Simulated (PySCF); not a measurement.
H₄O₂Sn, SMILES [OH][SnH2][OH].

The structure is a stationary point at B3LYP-D3(BJ)/def2-SVP. The def2 effective core potentials stand for the cores of Sn; spin–orbit coupling is left out. One conformer was computed; it need not be the lowest.

Computed with B3LYP-D3(BJ)/def2-SVP (PySCF).

Frequencies are harmonic and unscaled.

```csv
mode,ν (cm⁻¹),IR (km/mol),Raman (Å⁴/amu),depolarisation,moving atoms (share of kinetic energy)
1,169,0.5,4.4,0.74,"O 63 %, H 26 %, Sn 11 %"
2,208,128.8,0.4,0.75,"H 86 %, O 13 %"
3,274,139.0,3.0,0.74,"H 76 %, O 23 %"
4,431,52.5,10.7,0.75,H 89 %
5,529,0.3,26.1,0.72,H 97 %
6,611,65.8,15.9,0.05,"O 87 %, Sn 10 %"
7,614,130.8,2.6,0.75,"O 78 %, Sn 17 %"
8,660,57.2,17.2,0.75,H 93 %
9,663,70.4,24.3,0.71,H 97 %
10,847,16.0,3.4,0.67,H 93 %
11,856,159.0,2.6,0.75,H 92 %
12,1921,73.7,289.9,0.12,H 100 %
13,1939,180.9,85.8,0.75,H 99 %
14,3824,54.9,86.8,0.75,H 94 %
15,3825,48.4,140.2,0.09,H 94 %
```
